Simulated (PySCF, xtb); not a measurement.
(E)-1-bromo-1-chloro-2-fluoroethene (C₂HBrClF), SMILES F/C=C(\Cl)Br.

Harmonic wavenumbers (cm⁻¹) from xtb with GFN2-xTB at its own minimum, in rising order: 160, 211, 239, 341, 406, 610, 748, 798, 1107, 1217, 1653, 3087.

What does TPSSh-D3(BJ)/def2-SVP (PySCF) give at its own minimum? (The exact figures need the calculation; the answer reports its results.)

183, 228, 245, 367, 446, 660, 828, 902, 1182, 1306, 1705, 3229. Paired by order, the mean absolute difference is 59 cm⁻¹ and the zero-point energies are 15.1 and 16.1 kcal/mol.
